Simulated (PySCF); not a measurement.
## Assignment exercise: C$_{7}$H$_{12}$N$_{2}$

Mapped SMILES: `[CH2:1]=[CH:2]/[CH:3]=[N:4]\[N:5]=[C:6](\[CH3:7])[CH2:8][CH3:9]`. Hydrogens are named by the atom that carries them. Ha(C1) is cis to C3; Hb(C1) is trans to C3.

Calculated, not measured (PySCF): GFN2-xTB structure, σ from GIAO-PBE0/pcSseg-1. No solvent model, one averaged value for each set of equivalent atoms, non-relativistic, single conformer.

Chemical shifts δ = σref − σ; ¹³C (σ = 186.93 ppm), ¹H (σ = 31.72 ppm) against TMS, all at this level.

Question: Assign these signals to the numbered atoms. ¹³C{¹H} NMR (computed): δ 137.2 (C), 134.6 (CH), 130.5 (CH), 126.5 (CH2), 28.3 (CH2), 24.2 (CH3), 15.0 (CH3).

Answer: 
| δ (ppm) | atoms | environment | reason |
| --- | --- | --- | --- |
| 137.2 | C6 | C=N carbon | – |
| 134.6 | C2 | alkene CH | as expected for a trigonal carbon in a double bond |
| 130.5 | C3 | C=N carbon | – |
| 126.5 | C1 | terminal =CH2 carbon | the olefinic region |
| 28.3 | C8 | sp3 CH2 | a saturated carbon with 2 carbon neighbours and no heteroatom attached |
| 24.2 | C7 | methyl carbon | a saturated carbon with 1 carbon neighbour and no heteroatom attached |
| 15.0 | C9 | methyl carbon | – |

Question: Assign these signals to the numbered atoms. ¹H NMR (400 MHz, computed): δ 6.70 (d, 1H), 6.46 (m, 1H), 5.64 (m, 1H), 5.57 (m, 1H), 2.04 (s, 3H), 1.98 (q, 2H), 1.11 (t, 3H).

Answer: 
| δ (ppm) | atoms | environment | reason |
| --- | --- | --- | --- |
| 6.70 | H(C3) | hydrogen on a C=N carbon | – |
| 6.46 | H(C2) | hydrogen on an alkene CH | olefinic region |
| 5.64 | Hb(C1) | hydrogen on a terminal =CH2 carbon | olefinic region |
| 5.57 | Ha(C1) | hydrogen on a terminal =CH2 carbon | – |
| 2.04 | H(C7) | hydrogen on a methyl carbon | – |
| 1.98 | H(C8) | hydrogen on an sp3 CH2 | – |
| 1.11 | H(C9) | hydrogen on a methyl carbon | – |

Hb(C1) and Ha(C1); H(C7) and H(C8) lie closer than the usual error of such a calculation, so a measured spectrum could show them in the other order.

Shifts are as computed. Against solution values, carbons near 30 ppm lie about +3 ppm off and those near 130 ppm about +5 ppm. Of 1211 compounds with measured shifts, 218 miss one by over three times the rms of a fit or turn the order of signals round; such compounds aren't used in these exercises. Multiplicities follow the n + 1 count of equivalent neighbours, as no J values were calculated; m marks all less simple cases, F and P coupling included.
